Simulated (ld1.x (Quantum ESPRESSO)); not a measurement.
# Hf (Z = 72), TM: configuration errors across variants

- Element: Hf
- Generator: ld1.x (Quantum ESPRESSO) 7.5
- Type: norm-conserving Troullier–Martins (Kleinman–Bylander form)
- Functional: PBE
- Relativity: scalar-relativistic
- Frozen core: [Xe] 4f14
- Valence charge: 4
- Reference configuration: 5d2 6s2 6p0
- Partial waves: 6s (bound): rc 2.20 bohr; 6p (bound, empty): rc 3.00 bohr; 5d (bound): rc 2.65 bohr; 5f channel at -0.2 Ry: rc 2.40 bohr
- Local potential: all-electron potential smoothed inside 2.30 bohr (lloc = -2)
- Core correction: none

All-electron excitation energies from the reference (eV): (1) 5d2 6s1 6p0 7.976; (2) 5d2 6s0 6p0 22.156; (3) 5d1 6s0 6p0 43.950; (4) 5d2 6s1 6p1 3.826; (5) 5d2 6s0 6p1 12.655; (6) 5d1 6s2 6p0 6.498; (7) 5d2 6s1.5 6p0 3.254.

Tests that are not counted but printed errors over 1 eV. “local potential the d channel”: 5d2 6s1 6p1 (solver errors, printed error -2.1 eV); 5d2 6s0 6p1 (solver errors, printed error -2.3 eV).

3 further variants failed, have other tests or too few solved ones, and are left out.

A true bound ghost makes a file unfit for plane-wave use even where its test errors are small: the radial tests pick states by their node count and pass the ghost by. Where a test does run into it, the solver fails or the error is huge.

Errors AE − PS in meV (a dash: test not solved or not reliable):

| change | (1) | (2) | (3) | (4) | (5) | (6) | (7) | bound ghosts |
| --- | --- | --- | --- | --- | --- | --- | --- | --- |
| base | +13 | +154 | +304 | +7.9 | +67 | +178 | +1.3 | f |
| wave 5f channel at -0.2 Ry: rc 2.40 bohr becomes 5f channel at -0.2 Ry: rc 1.70 bohr | +13 | +154 | +304 | +7.9 | +67 | +178 | +1.3 | f |
| local potential all-electron potential smoothed inside 3.52 bohr (lloc = -2) | +5.9 | +131 | +251 | +4.9 | +48 | +58 | -0.1 | none |
| local potential the d channel | +8.4 | +154 | +306 | – | – | +24 | +0.5 | f, s, p |
| core correction a·sin(br)/r model core inside 2.50 bohr | +1.6 | +2.4 | -162 | -0.5 | +19 | +60 | -0.2 | f |
| wave 5f channel at -0.2 Ry: rc 2.40 bohr becomes 5f channel at 0.82 Ry: rc 2.40 bohr | +13 | +154 | +304 | +7.9 | +67 | +178 | +1.3 | none |
| wave 6p (bound): rc 3.00 bohr becomes 6p (bound): rc 2.90 bohr | +13 | +154 | +304 | +8.5 | +71 | +178 | +1.3 | f |
| wave 5d (bound): rc 2.65 bohr becomes 5d (bound): rc 2.24 bohr | +12 | +150 | +300 | +7.3 | +64 | +168 | +1.1 | f |

Give the same row for: wave 6s (bound): rc 2.20 bohr becomes 6s (bound): rc 2.34 bohr.

+11, +147, +316, +6.2, +62, +93, +0.9; bound ghosts: f.
